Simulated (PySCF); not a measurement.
C7H10OS, SMILES CCc1ccc(OC)s1, GFN2-xTB optimised geometry.

```
19

C     -2.24    -3.00     1.41
C     -1.58    -2.86     0.04
C     -0.64    -1.71     0.00
C      0.72    -1.71     0.00
C      1.30    -0.42     0.00
C      0.36     0.57     0.01
O      0.62     1.90     0.01
C     -0.49     2.76     0.00
S     -1.25    -0.08     0.01
H     -2.92    -3.85     1.41
H     -1.49    -3.14     2.18
H     -2.81    -2.10     1.64
H     -2.35    -2.73    -0.73
H     -1.02    -3.77    -0.20
H      1.30    -2.61    -0.01
H      2.35    -0.22     0.00
H     -1.10     2.60    -0.89
H     -0.09     3.77     0.00
H     -1.11     2.61     0.89
```

Density from PBE0/def2-SVP (PySCF 2.14.0) at that geometry.

Minimum of the electron density along straight lines between bonded atoms, close to the bond critical point (lines longer than 1.1 times the sum of covalent radii, or with two minima, are not listed):

| bond | length / Å | ρ at the minimum / e bohr⁻³ | ∇²ρ there / e bohr⁻⁵ | position (fraction from the first atom) |
|---|---|---|---|---|
| C1–C2 | 1.530 | 0.240 | -0.54 | 0.50 |
| C2–C3 | 1.490 | 0.257 | -0.60 | 0.48 |
| C3–C4 | 1.356 | 0.325 | -0.82 | 0.51 |
| C4–C5 | 1.415 | 0.293 | -0.72 | 0.50 |
| C5–C6 | 1.360 | 0.323 | -0.83 | 0.47 |
| C6–O7 | 1.348 | 0.294 | -0.26 | 0.33 |
| O7–C8 | 1.407 | 0.254 | -0.29 | 0.66 |
| C3–S9 | 1.743 | 0.206 | -0.40 | 0.45 |
| C6–S9 | 1.742 | 0.209 | -0.45 | 0.48 |
| C1–H10 | 1.087 | 0.277 | -1.01 | 0.62 |
| C1–H11 | 1.088 | 0.277 | -1.02 | 0.63 |
| C1–H12 | 1.088 | 0.277 | -1.01 | 0.62 |
| C2–H13 | 1.093 | 0.276 | -1.00 | 0.62 |
| C2–H14 | 1.092 | 0.276 | -1.01 | 0.63 |
| C4–H15 | 1.076 | 0.283 | -1.08 | 0.63 |
| C5–H16 | 1.073 | 0.283 | -1.08 | 0.63 |
| C8–H17 | 1.095 | 0.280 | -1.06 | 0.64 |
| C8–H18 | 1.088 | 0.285 | -1.11 | 0.64 |
| C8–H19 | 1.095 | 0.280 | -1.06 | 0.64 |
